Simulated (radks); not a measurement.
Ba+, 55 electrons, occupied as [Xe] 6s1 (the NIST ground configuration). Method: Dirac Kohn-Sham, PBE, spin-unpolarised, spherical densities, finite nucleus; Fermi nuclear charge, rms radius 4.8378 fm; computed with a radial shooting solver on a logarithmic mesh with Libxc functionals.

Normalised radial functions P(r) = r R(r) (large component), r in bohr:

```
   r/bohr * 4d3/2, o 4d5/2, + 6s1/2 (the largest magnitude, 1.23, reaches the edge; | marks zero, & curves that meet)
 0.002242                             &
  0.00261                             &+
 0.003038                             &+
 0.003537                             &+
 0.004117                             &+
 0.004832                             &+
 0.005625                             &+
 0.006548                             &+
 0.007623                             &+
 0.008874                             &+
  0.01033                             &+
  0.01203                             &+
  0.01411                             &+
  0.01643                             &+
  0.01913                             &+
  0.02227                             &+
  0.02592                             +&
  0.03018                             +&
  0.03513                             +&
  0.04123                            +| &
    0.048                            +|  &
  0.05588                            +|   &
  0.06505                           + |    &
  0.07573                           + |      &
  0.08816                           + |        &
   0.1026                            +|          &
   0.1204                             +            &
   0.1402                             |+            &
   0.1632                             | +            &
     0.19                             | +            &
   0.2212                             |  +         &
   0.2575                             | +      &
   0.2998                             |+ *o
   0.3518                         &  +|
   0.4096                 *o        + |
   0.4768          *o             +   |
   0.5551     &                   +   |
   0.6462  &                       +  |
   0.7523  &                         +|
   0.8758     &                       | +
    1.028         o*                  |    +
    1.197              o*             |     +
    1.393                   &         |     +
    1.622                       &     |   +
    1.888                          &  |+
    2.198                          +o*|
    2.559                      +     &|
    3.002                   +         &
    3.495                 +           &
    4.069                 +           &
    4.737                  +          &
    5.515                    +        &
     6.42                       +     &
    7.474                         +   &
    8.771                           + &
    10.21                            +&
    11.89                             &
    13.84                             &
```

4d3/2: eigenvalue -96.845 eV, 1 radial node at r = 0.322 bohr, <r> = 0.795 bohr, 90 % of the charge inside 1.20 bohr. 4d5/2: eigenvalue -94.231 eV, 1 radial node at r = 0.326 bohr, <r> = 0.805 bohr, 90 % of the charge inside 1.21 bohr. 6s1/2: eigenvalue -7.582 eV, 5 radial nodes at r = 0.0316, 0.125, 0.330, 0.777, 1.95 bohr, <r> = 4.33 bohr, 90 % of the charge inside 6.24 bohr.
